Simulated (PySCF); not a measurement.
In(Br)(OH)(OMe) (CH₄BrInO₂), SMILES C[O][In]([OH])[Br].

Geometry optimised at PBE0-D3(BJ)/def2-SVP. The structure was generated by enumeration; whether it is a known compound was not checked. The def2 effective core potentials stand for the cores of In; spin–orbit coupling is left out. Other conformers were not sampled.

Level of theory: IEF-PCM-M06-2X/def2-SVP (PySCF).

The values are the electrostatic part of the solvation free energy, E(continuum) − E(gas) at the gas-phase geometry, in a cavity of scaled van der Waals radii (PySCF's table); cavitation and dispersion terms are not included. A continuum can't describe solvent molecules that bind to the metal. In vacuum the orbital gap is 8.00 eV. The dipole moment in vacuum is 1.32 D.

```json
[
 {"solvent": "water", "ε": "78.36", "ΔG(elec) (kcal/mol)": "-11.0", "dipole (D)": "1.83", "gap (eV)": "8.23"},
 {"solvent": "tetrahydrofuran", "ε": "7.43", "ΔG(elec) (kcal/mol)": "(withheld)", "dipole (D)": "(withheld)", "gap (eV)": "(withheld)"},
 {"solvent": "ethylethanoate", "ε": "5.99", "ΔG(elec) (kcal/mol)": "-8.4", "dipole (D)": "1.69", "gap (eV)": "8.16"}
]
```

Question: Some entries are withheld; supply them. (The exact figures need the calculation; the answer reports its results.)

Answer: 
- tetrahydrofuran, ΔG(elec) (kcal/mol): -8.9
- tetrahydrofuran, dipole (D): 1.72
- tetrahydrofuran, gap (eV): 8.18
